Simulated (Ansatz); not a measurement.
`[BH2][GeH2][CH3]` + `OC1NCS1` → `[BH2][GeH]([CH3])[OH]` + `C1NCS1`  (formal exchange of groups at a Ge–H bond)

Calculated with Ansatz (gas phase, PBE0-D4/def2-TZVP geometries, no zero-point term in ΔE). CCSD(T)/CBS is the MP2 limit (def2-TZVPP, def2-QZVPP) plus CCSD(T) − MP2 in def2-TZVPP, frozen cores. DFT in def2-TZVPP. B3LYP here is the variant with VWN-RPA as its local correlation; programs differ in this. For Ge outer-core shells are correlated without core-valence functions, which leaves a few kJ/mol of doubt a bond. Scalar relativity is left out up to krypton. One conformer a species, not always the lowest.

```csv
level,ΔE (kJ/mol),difference from CCSD(T)/CBS
r2SCAN-D4,-64.8,11.4
PBE0-D4,-63.6,12.6
ωB97X-V,-71.6,4.6
B2PLYP,-75.2,1.0
B3LYP,-70.2,6.0
MP2/def2-TZVPP,-81.1,-4.9
SCS-MP2/def2-TZVPP,-83.3,-7.1
HF/def2-QZVPP,-83.9,-7.7
SCS-MP2/def2-QZVPP,-84.1,-7.9
CCSD/CBS(def2),-78.6,-2.4
CCSD(T)/CBS,-76.2,0
```

Largest T1 diagnostic among the species: 0.012.

From PBE to PBE0 (25 % exact exchange), in def2-TZVPP and without D4, ΔE moves by −5.2 kJ/mol.
